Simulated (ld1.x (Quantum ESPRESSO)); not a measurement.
# What one change does to a pseudopotential (Cl, PAW)

ld1.x (Quantum ESPRESSO) 7.5 input, shortened:

```
&input
   title='Cl', zed=17., rel=1, dft='PZ', iswitch=3,
   config='[Ne] 3s2 3p4'
 /
 &inputp
   pseudotype=3, lpaw=.true., tm=.true., lloc=-1, rcloc=1.05,
   nlcc=.true., new_core_ps=.true., rcore=0.65,
   which_augfun='PSQ', rmatch_augfun_nc=.true.
 /
4
3S  1  0   2.00   0.00  1.10  1.20  0.0
3S  1  0   0.00   0.65  1.10  1.20  0.0
3P  2  1   4.00   0.00  1.40  1.50  0.0
3P  2  1   0.00   0.20  1.40  1.50  0.0
 &test
   configts(1)='3s2 3p4'
 /
```

Change: local potential all-electron potential smoothed inside 0.80 bohr (lloc = -1).

Cutoffs: the cutoffs (Ry, on a coarse ladder) from which the occupation-weighted sum of valence levels, in a spherical-Bessel basis at the reference potential, stays within 10 and 1 mRy of its value at 400 Ry; they do not see the model core or the augmentation charge, which bear on the density cutoff. Errors are all-electron minus pseudo energies relative to the spin-unpolarised reference configuration.

**Question.** Predict the effect on cutoff, ghosts and configuration errors.

**Answer.** The potential gets neither clearly harder nor softer (30 Ry and 50 Ry → 30 Ry and 50 Ry); the errors of the 9 common tests hardly move; the range in which the s phases agree narrows (upper end at the end of the scan → 1.4); neither file shows a bound ghost.

| quantity | base | changed |
| --- | --- | --- |
| cutoff, loose | 30 Ry | 30 Ry |
| cutoff, tight | 50 Ry | 50 Ry |
| bound ghosts | none | none |
| error for 3s2 3p5, meV [ΔE -13.97 eV] | +0.8 | +0.8 |
| error for 3s2 3p3, meV [ΔE 25.53 eV] | -4.7 | -4.7 |
| error for 3s2 3p2, meV [ΔE 63.92 eV] | -23 | -23 |
| error for 3s2 3p4.5, meV [ΔE -8.34 eV] | +0.6 | +0.6 |
| error for 3s2 3p5.3, meV [ΔE -16.14 eV] | +0.9 | +0.9 |
| error for 3s1 3p5, meV [ΔE 12.59 eV] | -0.4 | -0.4 |
| error for 3s2 3p1, meV [ΔE 116.29 eV] | -77 | -76 |
| error for 3s2 3p4 (spin-polarised), meV [ΔE -0.88 eV] | -0.6 | -0.5 |
| error for 3s2 3p5 (spin-polarised), meV [ΔE -14.16 eV] | +0.7 | +0.8 |
| s: phases at 1.65 bohr within 0.05 rad from the reference energy up to (Ry; the scan ends near 5) | to the end of the scan | 1.4 |
| p: phases at 1.65 bohr within 0.05 rad from the reference energy up to (Ry; the scan ends near 5) | to the end of the scan | to the end of the scan |
| lowest overlap eigenvalue by channel | s 0.46, p 0.75 | s 0.43, p 0.70 |
